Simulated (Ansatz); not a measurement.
`C[C](F)(Cl)[GeH3]` + `NC(O)(F)F` → `N[C](O)(F)[GeH3]` + `CC(F)(F)Cl`  (formal exchange of groups at a Ge–C bond)

Gas-phase electronic energies from Ansatz, PBE0-D4/def2-TZVP geometries. CBS: MP2 limit from def2 TZ/QZ plus the TZ coupled-cluster correction, frozen cores. DFT in def2-TZVPP. B3LYP here is the variant with VWN-RPA as its local correlation; programs differ in this. For Ge outer-core shells are correlated without core-valence functions, which leaves a few kJ/mol of doubt a bond. Scalar relativity is left out up to krypton. Each species was taken in one conformer, which may not be the lowest.

`C[C](F)(Cl)[GeH3]`:

Z-matrix (Å, degrees):
```
C
C 1 1.503
H 1 1.092 2 110.0
H 1 1.090 2 110.5 3 -120.3
H 1 1.093 2 109.4 3 119.6
F 2 1.375 1 108.7 3 -58.4
Cl 2 1.795 1 109.6 3 58.4
Ge 2 1.995 1 115.2 3 179.9
H 8 1.534 2 108.1 1 -60.1
H 8 1.531 2 108.2 1 179.3
H 8 1.538 2 107.9 1 59.1
```

`NC(O)(F)F`:

Z-matrix (Å, degrees):
```
C
O 1 1.366
F 1 1.357 2 109.2
N 1 1.402 2 113.6 3 122.2
F 1 1.357 2 109.2 3 -115.7
H 2 0.965 1 108.7 3 58.0
H 4 1.011 1 110.1 2 60.2
H 4 1.011 1 110.1 2 -60.7
```

`N[C](O)(F)[GeH3]`:

```xyz
11

N     1.436    0.058    0.339
C     0.202    0.348   -0.312
O    -0.388    1.557    0.013
F     0.506    0.369   -1.666
Ge   -1.150   -1.086    0.028
H     2.186    0.642   -0.016
H     1.354    0.168    1.341
H     0.268    2.260   -0.094
H    -1.242   -1.295    1.549
H    -2.510   -0.652   -0.530
H    -0.660   -2.369   -0.651
```

`CC(F)(F)Cl`:

```xyz
8

C    -0.241   -0.690    0.371
C     0.257    0.528   -0.346
F     1.550    0.757   -0.065
F     0.168    0.375   -1.677
Cl   -0.664    1.987    0.099
H    -0.146   -0.549    1.446
H     0.361   -1.544    0.056
H    -1.285   -0.864    0.117
```

| level | ΔE (kJ/mol) | difference from CCSD(T)/CBS |
| --- | --- | --- |
| PBE-D4 | 29.1 | -7.3 |
| r2SCAN-D4 | 33.7 | -2.7 |
| PBE0-D4 | 34.8 | -1.6 |
| B3LYP-D4 | 31.6 | -4.8 |
| ωB97X-V | 33.8 | -2.6 |
| ωB97M-V | 34.0 | -2.4 |
| B2PLYP | 33.2 | -3.2 |
| PBE | 28.0 | -8.4 |
| r2SCAN | 33.4 | -3.0 |
| PBE0 | 33.8 | -2.6 |
| B3LYP | 29.7 | -6.7 |
| HF/def2-TZVPP | 41.7 | 5.3 |
| MP2/def2-TZVPP | 38.6 | 2.2 |
| SCS-MP2/def2-TZVPP | 37.3 | 0.9 |
| CCSD/def2-TZVPP | 37.5 | 1.1 |
| CCSD(T)/def2-TZVPP | 36.8 | 0.4 |
| HF/def2-QZVPP | 41.3 | 4.9 |
| MP2/def2-QZVPP | 38.3 | 1.9 |
| SCS-MP2/def2-QZVPP | 37.0 | 0.6 |
| HF/CBS(def2) | 41.3 | 4.9 |
| MP2/CBS(def2) | 38.2 | 1.8 |
| CCSD/CBS(def2) | 37.1 | 0.7 |
| CCSD(T)/CBS | 36.4 | 0 |

Largest T1 diagnostic among the species: 0.012.

From PBE to PBE0 (25 % exact exchange), in def2-TZVPP and without D4, ΔE moves by +5.8 kJ/mol. In def2-TZVPP, CCSD(T) changes the Hartree–Fock value by −5.0 kJ/mol (the triples alone add −0.7 kJ/mol) and MP2 by −3.1 kJ/mol.
